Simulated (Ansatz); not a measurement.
Computed with Ansatz on PBE0-D4/def2-TZVP structures; ΔE is electronic, products minus reactants. CCSD(T)/CBS is the MP2 limit (def2-TZVPP, def2-QZVPP) plus CCSD(T) − MP2 in def2-TZVPP, frozen cores. This one scheme is used for every species. Functionals use def2-TZVPP. HSE06 is defined as in plane-wave codes. Each species was taken in one conformer, which may not be the lowest.

Reaction (formal loss of a carbene): `FC[SiH2]S` → `[CH]F` + `[SiH3]S`

```
             level  ΔE (eV)
          HSE06-D4     4.22
            B2PLYP     3.95
         CAM-B3LYP     3.98
       HF/def2-SVP     3.53
     HF/def2-TZVPP     3.44
    MP2/def2-TZVPP     4.17
   CCSD/def2-TZVPP     3.85
CCSD(T)/def2-TZVPP     3.88
```

(1) What does CCSD(T)/CBS give? (An estimate is asked.)

Largest T1 diagnostic among the species: 0.018.

Answers

(1) Ansatz gave: +3.96 eV. The listed levels differ from it by 0.26, -0.01, 0.02, -0.43, -0.52, 0.21, -0.11, -0.08 eV.

From BLYP to BHLYP (50 % exact exchange), in def2-TZVPP and without D4, ΔE moves by +0.21 eV. Leaving LDA and LC-ωPBE aside and taking each functional with its dispersion term where it has one, the values, not all of them listed here, spread over 0.36 eV, from BLYP-D4 to r2SCAN0-D4. LDA lies +0.56 eV from PBE without D4.
